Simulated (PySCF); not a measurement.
## Simulated characterisation data

- GIAO PBE0/pcSseg-1 shieldings
- coordinates at the GFN2-xTB level
- code: PySCF 2.14.0 with density-fitted response routines
- single conformer, no solvent model, averaged over atoms made equivalent by symmetry, fast rotation or ring inversion, no relativistic terms

Scale: TMS for ¹H (σ = 31.72 ppm), ¹³C (σ = 186.93 ppm) (reference shieldings calculated alike). Splittings of carbon signals by F and P are missing where no couplings were computed. Where no couplings were computed, multiplicities follow the n + 1 count of equivalent neighbours, and m marks all less simple cases (inequivalent or close neighbours, rings, F or P nearby). Shifts are as computed. Against solution values, carbons near 30 ppm lie about +3 ppm off and those near 130 ppm about +5 ppm. Of 1211 compounds with measured shifts, 218 miss one by over three times the rms of a fit or turn the order of signals round; such compounds aren't used in these exercises.

**1.** SMILES C=COC(=O)CC(F)=C(F)F, C₆H₅F₃O₂. ¹H NMR (600 MHz, computed): δ 7.98 (m, 1H), 5.27 (m, 1H), 5.02 (m, 1H), 3.40 (m, 2H). ¹³C{¹H} NMR (computed): δ 171.2 (C), 169.4 (C), 149.8 (CH), 133.6 (C), 103.8 (CH2), 38.2 (CH2).

**2.** `InChI=1S/C7H11F3/c1-5(2)6(3)4-7(8,9)10/h4H2,1-3H3`. ¹H NMR (600 MHz, computed): δ 2.89 (m, 2H), 1.93 (s, 3H), 1.88 (s, 3H), 1.79 (s, 3H). ¹³C{¹H} NMR (computed): δ 142.9 (C), 136.0 (C), 125.7 (C), 43.6 (CH2), 25.2 (CH3), 23.2 (CH3), 23.2 (CH3).
